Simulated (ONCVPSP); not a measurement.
**zinc ONCV: all-electron and pseudo phase curves**

```json
{
 "Element": "zinc",
 "Generator": "ONCVPSP 4.0.1",
 "Type": "optimised norm-conserving Vanderbilt (ONCV)",
 "Functional": "PBEsol",
 "Relativity": "scalar-relativistic",
 "Frozen core": "[Ne]",
 "Valence charge": "20",
 "Reference configuration": "3s2 3p6 3d9 (charge +3)",
 "Partial waves": "3s: rc 0.95 bohr, ncon 3, nbas 6, qcut 11.3 1/bohr, 1 projector; 3p: rc 1.05 bohr, ncon 3, nbas 7, qcut 10.8 1/bohr, 2 projectors, debl 0.6 Ha; 3d: rc 1.40 bohr, ncon 3, nbas 8, qcut 8.8 1/bohr, 2 projectors, debl 3.7 Ha; f scattering state at 0.09 Ha: rc 1.30 bohr, ncon 5, nbas 8, qcut 10 1/bohr, 2 projectors, debl 2.3 Ha",
 "Local potential": "polynomial inside 0.85 bohr (lpopt 5, dvloc0 2 Ha)",
 "Core correction": "polynomial model core, fcfact 0.55"
}
```

In the p channel the program set the typed energies aside and used -4.589, 0.250 Ha.

The phase is arctan(r·R′/R) of the radial function R(r), unwrapped; energies in Ha, scanned from -8 to 5 Ha. A pole is an energy at which the radial function vanishes at the test radius. The pseudo phase is shifted by a multiple of π to meet the all-electron one at the reference energy, and phase errors are pseudo minus all-electron; the curves can meet again beyond the range given. Levels narrower than the energy grid can be missing from the lists of poles.

```csv
channel,radius (bohr),reference energy (Ha),"poles, all-electron","poles, pseudo",unbroken range about the reference energy with phases within 0.05 rad,phase error 1 Ha above the reference energy (rad)
s,0.96,-6.27,-3.98,-4.01,below 1.2,-0.000
p,1.07,-4.59,-3.15,-3.15,the whole range,+0.000
d,1.42,-1.86,-1.41,-1.41,the whole range,+0.001
f,1.32,0.09,none,none,the whole range,+0.000
```

Phases in the p channel:

```tsv
E (Ha)	all-electron	pseudo
-7.96	0.983	0.983
-7.60	0.909	0.909
-7.24	0.807	0.807
-6.88	0.658	0.658
-6.52	0.434	0.434
-6.16	0.099	0.099
-5.80	-0.328	-0.328
-5.44	-0.727	-0.727
-5.08	-1.015	-1.015
-4.72	-1.206	-1.206
-4.36	-1.335	-1.335
-4.00	-1.428	-1.428
-3.64	-1.498	-1.498
-3.28	-1.554	-1.554
-2.92	-1.600	-1.600
-2.56	-1.640	-1.640
-2.20	-1.676	-1.676
-1.84	-1.710	-1.710
-1.48	-1.742	-1.742
-1.12	-1.774	-1.774
-0.76	-1.807	-1.807
-0.40	-1.841	-1.841
-0.04	-1.878	-1.878
0.32	-1.919	-1.919
0.68	-1.964	-1.964
1.04	-2.017	-2.017
1.40	-2.079	-2.078
1.76	-2.153	-2.153
2.12	-2.245	-2.245
2.48	-2.361	-2.361
2.84	-2.508	-2.508
3.20	-2.693	-2.693
3.56	-2.917	-2.916
3.92	-3.167	-3.167
4.28	-3.417	-3.416
4.64	-3.640	-3.639
5.00	-3.823	-3.823
```
